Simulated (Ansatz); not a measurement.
The same path of Cl2H2O2Ti + H2 (9 atoms, charge 0, multiplicity 1) was run 3 times with different band settings.

Theory: RKS PBE-D4/def2-SVP (Ansatz).

Relaxed end points:

```xyz
9
Properties=species:S:1:pos:R:3
Ti -0.101 -0.376 0.059
Cl -0.121 -0.208 2.269
O 1.566 -0.378 -0.551
H 2.033 -1.076 -1.046
Cl -1.249 1.294 -0.820
O -0.871 -1.897 -0.401
H -1.762 -2.284 -0.349
H 1.374 3.065 1.390
H 1.069 2.451 1.741
```

```xyz
9
Properties=species:S:1:pos:R:3
Ti 0.325 -0.455 -0.055
Cl 1.435 -0.347 1.851
O 1.139 -1.595 -1.130
H 2.036 -1.732 -1.482
Cl 0.307 1.546 -1.008
O -1.334 -1.020 0.225
H -1.783 -1.809 -0.129
H -0.008 2.817 1.684
H -0.179 3.188 2.336
```

Common settings: climbing image yes; spring 5.0 eV/Å²; optimiser quadratic models (default); start path through a guess of the saddle point; force threshold 0.05 eV/Å; iteration limit 60; end points relaxed.

| run | movable images |
| --- | --- |
| 1 | 7 |
| 2 | 1 |
| 3 | 2 |

Question: What does each run give, and how far can it be trusted?

Answer: Run 1: converged after 23 iterations, highest image 0.044 eV above the first end. The profile has 2 maxima (images 4, 7) with wells between them (image 5): this band takes more than one step, which may be the mechanism or a detour left from its start path. A vibrational analysis at the climbing image gives one clearly imaginary mode, 218i cm⁻¹: a first-order saddle point.
Run 2: converged after 49 iterations, highest image 0.047 eV above the first end. Another band between the same ends (7 images) ends at a top of the same energy, where a vibrational analysis finds 1 clearly imaginary mode. So few images can step over the top or miss a turn of the path.
Run 3: converged after 17 iterations, highest image 0.042 eV above the first end. Another band between the same ends (7 images) ends at a top of the same energy, where a vibrational analysis finds 1 clearly imaginary mode. So few images can step over the top or miss a turn of the path.
